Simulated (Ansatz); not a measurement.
Cost and result for the atomization energy of CH₄AlBrOS, SMILES `O[CH2][Al]([SH])[Br]` (9 atoms, 8 bonds).

```xyz
9

O    -1.2172   -1.4934   -0.4088
C    -0.0404   -0.7066   -0.4673
Al   -0.2138    0.8625    0.7041
S     1.4144    2.2998    0.8653
Br   -2.0389    1.2975    1.9377
H    -1.1127   -2.2533   -0.9873
H     0.8517   -1.2727   -0.1545
H     0.1698   -0.3519   -1.4891
H     2.1871    1.6181    0.0000
```

Charge 0, multiplicity 1. Correlated methods include outer-core shells of Br, which these sets cover unevenly. Scalar relativity is left out up to krypton. Geometry: relaxed with PBE0-D4/def2-TZVP. It is one conformer, not always the lowest. Program: Ansatz. All runs use 4 threads of a server CPU on a shared host. Times are those of one run each, without the atoms' runs, and a repeat can differ threefold. Electronic energies, without spin–orbit coupling; frozen cores. CCSD(T)/CBS adds CCSD(T) − MP2 in def2-TZVPP to the MP2 limit, and its time is that of the two runs behind it. T1 = 0.009. With those shells the extrapolation isn't a true limit.

CCSD(T)/CBS is a level of theory with its own doubt, some kJ/mol a heavy atom from the limit and from the frozen cores, so smaller differences don't rank the functionals.

```tsv
level	functions	wall time
LDA (SPW92)/def2-TZVPP	250	1.3 s
revPBE-D4/def2-TZVPP	250	1.6 s
PBE-D4/def2-TZVPP (with forces)	250	2 s
CAM-B3LYP-D4/def2-TZVPP	250	3.7 s
r2SCAN-D4/def2-TZVPP (with forces)	250	3.8 s
r2SCANh-D4/def2-TZVPP	250	3.9 s
PBE-QIDH/def2-TZVPP	250	4.8 s
CCSD(T)/def2-SVP	116	5 s
ωB97X-V/def2-TZVPP	250	6.5 s
ωB97M-V/def2-TZVPP (with forces)	250	8.5 s
MP2/def2-QZVPP	463	18 s
CCSD(T)/def2-TZVPP	250	67 s
CCSD(T)/CBS(def2)	–	85 s
```

Q: What atomization energy does each give, and how far from CCSD(T)/CBS? (Estimate.)

A: The calculation gave: 
```json
{"level": "LDA (SPW92)/def2-TZVPP", "atomization (kcal/mol)": "834.7", "difference from CCSD(T)/CBS": "104.9", "per bond": "13.1"}
{"level": "revPBE-D4/def2-TZVPP", "atomization (kcal/mol)": "718.4", "difference from CCSD(T)/CBS": "-11.4", "per bond": "-1.4"}
{"level": "PBE-D4/def2-TZVPP (with forces)", "atomization (kcal/mol)": "738.5", "difference from CCSD(T)/CBS": "8.7", "per bond": "1.1"}
{"level": "CAM-B3LYP-D4/def2-TZVPP", "atomization (kcal/mol)": "722.7", "difference from CCSD(T)/CBS": "-7.1", "per bond": "-0.9"}
{"level": "r2SCAN-D4/def2-TZVPP (with forces)", "atomization (kcal/mol)": "731.0", "difference from CCSD(T)/CBS": "1.2", "per bond": "0.1"}
{"level": "r2SCANh-D4/def2-TZVPP", "atomization (kcal/mol)": "725.4", "difference from CCSD(T)/CBS": "-4.4", "per bond": "-0.5"}
{"level": "PBE-QIDH/def2-TZVPP", "atomization (kcal/mol)": "721.1", "difference from CCSD(T)/CBS": "-8.7", "per bond": "-1.1"}
{"level": "CCSD(T)/def2-SVP", "atomization (kcal/mol)": "676.9", "difference from CCSD(T)/CBS": "-52.9", "per bond": "-6.6"}
{"level": "ωB97X-V/def2-TZVPP", "atomization (kcal/mol)": "728.2", "difference from CCSD(T)/CBS": "-1.6", "per bond": "-0.2"}
{"level": "ωB97M-V/def2-TZVPP (with forces)", "atomization (kcal/mol)": "728.3", "difference from CCSD(T)/CBS": "-1.5", "per bond": "-0.2"}
{"level": "MP2/def2-QZVPP", "atomization (kcal/mol)": "737.0", "difference from CCSD(T)/CBS": "7.2", "per bond": "0.9"}
{"level": "CCSD(T)/def2-TZVPP", "atomization (kcal/mol)": "705.8", "difference from CCSD(T)/CBS": "-24.0", "per bond": "-3.0"}
{"level": "CCSD(T)/CBS(def2)", "atomization (kcal/mol)": "729.8", "difference from CCSD(T)/CBS": "0.0", "per bond": "0.0"}
```

From r2SCAN to r2SCAN0 (25 % exact exchange), in def2-TZVPP and without D4, the atomization energy moves by −13.8 kcal/mol: exact exchange takes away binding that semilocal exchange gives to molecules. At CCSD(T), def2-SVP lies −52.9 kcal/mol from the extrapolated value and def2-TZVPP −24.0 kcal/mol: correlation converges slowly with the basis, and small sets miss more of it in the bonded molecule than in its fragments. In def2-TZVPP, CCSD(T) changes the Hartree–Fock value by +188.9 kcal/mol (the triples alone add +12.8 kcal/mol) and MP2 by +206.0 kcal/mol; breaking electron pairs costs correlation energy, which Hartree–Fock lacks.
